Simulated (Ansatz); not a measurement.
A run on `CN(P)[CH2][AlH2]` with other settings.

```yaml
crystal:
  periodic: [false, false, false]
  atoms:
    - {symbol: C, position_ang: [-1.268445, 0.499101, 1.407024]}
    - {symbol: N, position_ang: [-0.223251, 0.333639, 0.414409]}
    - {symbol: P, position_ang: [1.274436, -0.159323, 1.122121]}
    - {symbol: C, position_ang: [-0.588782, -0.530543, -0.710178]}
    - {symbol: Al, position_ang: [0.943799, -0.417257, -1.964822]}
    - {symbol: H, position_ang: [-0.941807, 1.183999, 2.195350]}
    - {symbol: H, position_ang: [-1.576824, -0.449405, 1.875084]}
    - {symbol: H, position_ang: [-2.143790, 0.941733, 0.925446]}
    - {symbol: H, position_ang: [1.790043, 1.128881, 1.462533]}
    - {symbol: H, position_ang: [2.035621, -0.173330, -0.110480]}
    - {symbol: H, position_ang: [-0.844489, -1.556372, -0.392192]}
    - {symbol: H, position_ang: [-1.494431, -0.118270, -1.172921]}
    - {symbol: H, position_ang: [1.336879, 1.010952, -2.536746]}
    - {symbol: H, position_ang: [1.688142, -1.723104, -2.485830]}
basis:
  gaussian: {orbitals: cc-pVTZ-DK}
total_charge: -1
magnetization: {spin_polarized: true, initial_magnetization: 1}
hamiltonian: {xc: {name: B97M-V}}
```

```sh
$ ansatz run in.yaml --threads 4 --pin off --events-out ev --progress --plain --max-ram 10444MiB
```

It prints (some lines left out):

```
Functional definition: B97M-V
1588 factors; their error is unknown
mean field evaluation 1: about -19623.9854 eV, gradient 2.9e1 eV
mean field evaluation 2: about -19619.3145 eV, gradient 4.1e1 eV
mean field evaluation 4: about -19628.6461 eV, gradient 3.1e0 eV
mean field evaluation 8: about -19628.6974 eV, gradient 1.2e-1 eV
mean field evaluation 16: about -19628.6596 eV, gradient 1.1e-3 eV
mean field -19628.65956450 eV, -721.3399342119 hartree, gradient 2.7e-5 eV, S^2 0.755509; 1 other end points of the search recorded, 0 dependent functions left out
reference -19628.65964284 eV, -721.3399370910 hartree; 29, 28 occupied and 255, 256 virtual orbitals, 1588 factors
Total energy: -19628.65964284 eV, -721.3399370910 hartree
Relativity: scalar
```

Run time 13 s (4 threads of an Intel Xeon Platinum 8488C on a shared host); peak host memory 0.79 GiB.
